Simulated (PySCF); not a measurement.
Bond curve of YbSi

Set-up: PySCF, spin-free X2C with a Gaussian nucleus, basis sets Yb x2c-TZVPall, Si x2c-TZVPall. Energies in eV from Yb (4f14 6s2) + Si in their ground configurations at the same level. All curves are PBE0. state 1: Ms = 1 determinant of mixed spin, about 14.0 electrons in the 4f shell (Mulliken); state 2: Ms = 0 determinant of mixed spin, about 14.0 electrons in the 4f shell (Mulliken), a second solution, started from another occupation; state 3: quintet, about 14.0 electrons in the 4f shell (Mulliken), a second solution, started from another occupation.

```json
{"R (Å)": "2.424", "state 1": "-0.998", "state 2": "-0.714", "state 3": "-0.3598"}
{"R (Å)": "2.537", "state 1": "-1.274", "state 2": "-0.982", "state 3": "-0.6348"}
{"R (Å)": "2.650", "state 1": "-1.425", "state 2": "-1.126", "state 3": "-0.7884"}
{"R (Å)": "2.734", "state 1": "-1.478", "state 2": "-1.173", "state 3": "-0.8434"}
{"R (Å)": "2.819", "state 1": "-1.491", "state 2": "-1.181", "state 3": "-0.8589"}
{"R (Å)": "2.904", "state 1": "-1.474", "state 2": "-1.159", "state 3": "-0.8434"}
{"R (Å)": "3.016", "state 1": "-1.418", "state 2": "-1.099", "state 3": "-0.7868"}
{"R (Å)": "3.157", "state 1": "-1.312", "state 2": "-0.990", "state 3": "-0.6756"}
{"R (Å)": "3.326", "state 1": "-1.159", "state 2": "-0.838", "state 3": "-0.5069"}
{"R (Å)": "3.552", "state 1": "-0.946", "state 2": "-0.632", "state 3": "-0.2550"}
```

Task: Put a parabola through the three lowest points of the state 1 curve and estimate Re, k and ωe (reduced mass 24.1 u; 1 eV/Å² = 0.16022 mdyn/Å; ωe = 1302.8·√(k/μ) cm⁻¹).

Result: Through R = 2.734, 2.819, 2.904 Å the second-order coefficient is 2.08 eV/Å², so Re ≈ 2.813 Å, k ≈ 0.665 mdyn/Å and ωe ≈ 216 cm⁻¹. A polynomial fit of higher order to the unrounded PBE0 energies gives Re = 2.810 Å, k = 0.690 mdyn/Å, ωe = 220 cm⁻¹; anharmonicity and rounding make the difference.

The higher-order fit for each curve: state 1: Re = 2.810 Å, ωe = 220 cm⁻¹, De = 1.49 eV; state 2: Re = 2.796 Å, ωe = 223 cm⁻¹, minimum 1.18 eV below the ground-state fragments; state 3: Re = 2.815 Å, ωe = 222 cm⁻¹, minimum 0.86 eV below the ground-state fragments.

These are scalar-relativistic numbers at best; spin–orbit coupling would shift them, the dissociation energy most. The state is the lowest single determinant that the PBE0 search found; with open d or f shells the true ground state can be another one.
